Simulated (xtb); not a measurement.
C₄H₇O (SMILES [CH2]CC(C)=O), doublet, at a GFN2-xTB geometry; GFN0-xTB (xtb 6.7.1).

xtb was given this input:
```
$ xtb mol.xyz --gfn 0 --uhf 1 --json

# file mol.xyz
12

C     -1.42055904     0.97227624    -0.27106124
C     -0.91568814    -0.33770568    -0.67872360
C      0.32999827    -0.33321045     0.22244212
C      1.55036429     0.27980461    -0.41307696
O      0.30471634    -0.76323963     1.34950346
H     -2.01381161     1.06446793     0.61758099
H     -1.04930845     1.87029015    -0.72700981
H     -1.57598079    -1.15352340    -0.39106290
H     -0.63727068    -0.39629349    -1.72902780
H      2.25861737     0.58183032     0.35481969
H      2.02304901    -0.47646662    -1.04012550
H      1.29228233     1.12862385    -1.03868424
```

### Question
Write the output that xtb gives for this input, abridged.

### Answer

```
   ID    Z sym.   atoms
    1    6 C      1-4
    2    8 O      5
    3    1 H      6-12

           -------------------------------------------------
          |                Calculation Setup                |
           -------------------------------------------------

           -------------------------------------------------
          |                 G F N 0 - x T B                 |
           -------------------------------------------------

          ...................................................
          :                      SETUP                      :
          :.................................................:
          :  # basis functions                  34          :
          :  # atomic orbitals                  34          :
          :  # shells                           24          :
          :  # electrons                        29          :
          :  electronic temp.          300.0000000     K    :
          :  accuracy                    1.0000000          :
          :  -> integral cutoff          0.2500000E+02      :
          :  -> integral neglect         0.1000000E-07      :
          ...................................................

         :::::::::::::::::::::::::::::::::::::::::::::::::::::
         ::                     SUMMARY                     ::
         :::::::::::::::::::::::::::::::::::::::::::::::::::::
         :: total energy             -15.542074431911 Eh    ::
         :: gradient norm              0.037290394002 Eh/a0 ::
         :: HOMO-LUMO gap              2.616582794117 eV    ::
         ::.................................................::
         :: H0 energy                -15.692009772724 Eh    ::
         :: repulsion energy           0.219342998533 Eh    ::
         :: electrostat energy        -0.053975685794 Eh    ::
         :: -> Gsolv                   0.000000000000 Eh    ::
         ::    -> Gsasa                0.000000000000 Eh    ::
         ::    -> Gshift               0.000000000000 Eh    ::
         :: dispersion energy         -0.002923020866 Eh    ::
         :: short-range corr.         -0.012508951060 Eh    ::
         :: add. restraining           0.000000000000 Eh    ::
         :: total charge              -0.000000000000 e     ::
         :::::::::::::::::::::::::::::::::::::::::::::::::::::

           -------------------------------------------------
          |                Property Printout                |
           -------------------------------------------------

    * Orbital Energies and Occupations

         #    Occupation            Energy/Eh            Energy/eV
      -------------------------------------------------------------
         1        2.0000           -0.6872042             -18.6998
       ...           ...                  ...                  ...
         3        2.0000           -0.6262439             -17.0410
         4        2.0000           -0.6059913             -16.4899
         5        2.0000           -0.5745358             -15.6339
         6        2.0000           -0.5595324             -15.2257
         7        2.0000           -0.5421997             -14.7540
         8        2.0000           -0.5381010             -14.6425
         9        2.0000           -0.5184170             -14.1068
        10        2.0000           -0.5155707             -14.0294
        11        2.0000           -0.4967174             -13.5164
        12        2.0000           -0.4836606             -13.1611
        13        2.0000           -0.4745397             -12.9129
        14        2.0000           -0.4121265             -11.2145
        15        1.0000           -0.3526556              -9.5962 (HOMO)
        16                         -0.2564979              -6.9797 (LUMO)
        17                         -0.1487527              -4.0478
        18                         -0.1430069              -3.8914
        19                         -0.1174191              -3.1951
        20                         -0.1105015              -3.0069
        21                         -0.0913372              -2.4854
        22                         -0.0754089              -2.0520
        23                         -0.0659371              -1.7942
        24                          0.0223101               0.6071
        25                          0.0955457               2.5999
        26                          0.1420772               3.8661
       ...                                ...                  ...
        34                          0.4828078              13.1379
      -------------------------------------------------------------
                  HL-Gap            0.0961576 Eh            2.6166 eV
             Fermi-level            0.0000000 Eh            0.0000 eV

     #   Z          covCN         q      C6AA      α(0)
     1   6 C        2.932    -0.363    40.506    10.405
     2   6 C        3.804    -0.132    25.782     7.317
     3   6 C        2.907     0.453    20.529     7.406
     4   6 C        3.753    -0.462    34.642     8.494
     5   8 O        0.857    -0.536    24.523     6.645
     6   1 H        0.926     0.192     1.140     1.670
     7   1 H        0.926     0.162     1.314     1.793
     8   1 H        0.925     0.126     1.566     1.957
     9   1 H        0.925     0.086     1.913     2.163
    10   1 H        0.925     0.186     1.173     1.694
    11   1 H        0.924     0.148     1.406     1.854
    12   1 H        0.925     0.140     1.458     1.888

 Mol. C6AA /au·bohr⁶  :       1228.744603
 Mol. C8AA /au·bohr⁸  :      28349.472474
 Mol. α(0) /au        :         53.284938

Wiberg/Mayer (AO) data.
largest (>0.10) Wiberg bond orders for each atom

 ---------------------------------------------------------------------------
     #   Z sym  total        # sym  WBO       # sym  WBO       # sym  WBO
 ---------------------------------------------------------------------------
     1   6 C    3.489 --     2 C    1.139     6 H    0.987     7 H    0.987
                             3 C    0.172     5 O    0.165
     2   6 C    3.989 --     1 C    1.139     9 H    0.969     8 H    0.968
                             3 C    0.862
     3   6 C    3.862 --     5 O    1.838     4 C    0.988     2 C    0.862
                             1 C    0.172
     4   6 C    3.979 --     3 C    0.988    10 H    0.975    12 H    0.973
                            11 H    0.960
     5   8 O    2.144 --     3 C    1.838     1 C    0.165
     6   1 H    0.989 --     1 C    0.987
     7   1 H    0.985 --     1 C    0.987
     8   1 H    0.991 --     2 C    0.968
     9   1 H    0.983 --     2 C    0.969
    10   1 H    0.988 --     4 C    0.975
    11   1 H    0.985 --     4 C    0.960
    12   1 H    0.978 --     4 C    0.973
 ---------------------------------------------------------------------------

Topologies differ in total number of bonds
Writing topology from bond orders to xtbtopo.mol

 dipole moment from electron density (au)
     X       Y       Z
   0.4118   0.1356  -0.8931  total (Debye):    2.523

           -------------------------------------------------
          | TOTAL ENERGY              -15.542074431911 Eh   |
          | GRADIENT NORM               0.037290394002 Eh/α |
          | HOMO-LUMO GAP               2.616582794117 eV   |
           -------------------------------------------------

normal termination of xtb
```
